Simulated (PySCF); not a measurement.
Electron correlation in W (tungsten, neutral)

[Xe] 4f14 5d4 6s2, high-spin 5D determinant. All numbers are calculated (PySCF 2.14, a scalar-relativistic core potential, in aug-cc-pwCVDZ-PP with ECP60MDF (6s6p5d3f, 70 functions)). Frozen: 5s2 5p6; 6 electrons correlated.

| level | correlation energy (mhartree) |
| --- | --- |
| CCSD | -106.30 |
| (T) | -5.06 |
| CCSD(T) | -111.36 |

Diagnostics: T1 = 0.027, D1 = 0.0879, largest double amplitude 0.060.

Spin-orbit coupling, absent here, splits the open shell strongly.

Cost of the coupled-cluster step: roughly 8 core-seconds, for 6 correlated electrons.

Iterations:

```
CC2 = 0
CCSD nocc = (np.int64(5), np.int64(1)), nmo = (66, 66)
frozen orbitals [[0, 1, 2, 3], [0, 1, 2, 3]]
max_cycle = 100
direct = 0
conv_tol = 1e-08
conv_tol_normt = 1e-06
diis_space = 8
diis_start_cycle = 0
Init t2, MP2 energy = -0.0920800169214809
Init E_corr(UCCSD) = -0.0920800169409772
cycle = 1  E_corr(UCCSD) = -0.100577238390738  dE = -0.00849722145  norm(t1,t2) = 0.0683669
cycle = 2  E_corr(UCCSD) = -0.103333281955351  dE = -0.00275604356  norm(t1,t2) = 0.0327672
cycle = 3  E_corr(UCCSD) = -0.105872781334759  dE = -0.00253949938  norm(t1,t2) = 0.0191146
cycle = 4  E_corr(UCCSD) = -0.106076797692232  dE = -0.000204016357  norm(t1,t2) = 0.00709051
cycle = 5  E_corr(UCCSD) = -0.10628024315833  dE = -0.000203445466  norm(t1,t2) = 0.00302275
cycle = 6  E_corr(UCCSD) = -0.106297548957354  dE = -1.7305799e-05  norm(t1,t2) = 0.00124719
cycle = 7  E_corr(UCCSD) = -0.106295005697553  dE = 2.5432598e-06  norm(t1,t2) = 0.00049451
cycle = 8  E_corr(UCCSD) = -0.106303156736381  dE = -8.15103883e-06  norm(t1,t2) = 0.000209597
cycle = 9  E_corr(UCCSD) = -0.106298870052378  dE = 4.286684e-06  norm(t1,t2) = 9.48773e-05
cycle = 10  E_corr(UCCSD) = -0.106300137142999  dE = -1.26709062e-06  norm(t1,t2) = 4.21043e-05
cycle = 11  E_corr(UCCSD) = -0.106300226764164  dE = -8.96211652e-08  norm(t1,t2) = 1.67896e-05
cycle = 12  E_corr(UCCSD) = -0.106300106335578  dE = 1.20428586e-07  norm(t1,t2) = 8.28028e-06
cycle = 13  E_corr(UCCSD) = -0.106300064998313  dE = 4.13372651e-08  norm(t1,t2) = 3.98785e-06
cycle = 14  E_corr(UCCSD) = -0.106300114995111  dE = -4.99967979e-08  norm(t1,t2) = 2.28838e-06
cycle = 15  E_corr(UCCSD) = -0.106300121567153  dE = -6.57204234e-09  norm(t1,t2) = 1.02706e-06
cycle = 16  E_corr(UCCSD) = -0.10630011522122  dE = 6.34593339e-09  norm(t1,t2) = 5.0663e-07
UCCSD converged
E(UCCSD) = -66.78368346017379  E_corr = -0.10630011522122
UCCSD(T) correction = -0.00505869658723404
```
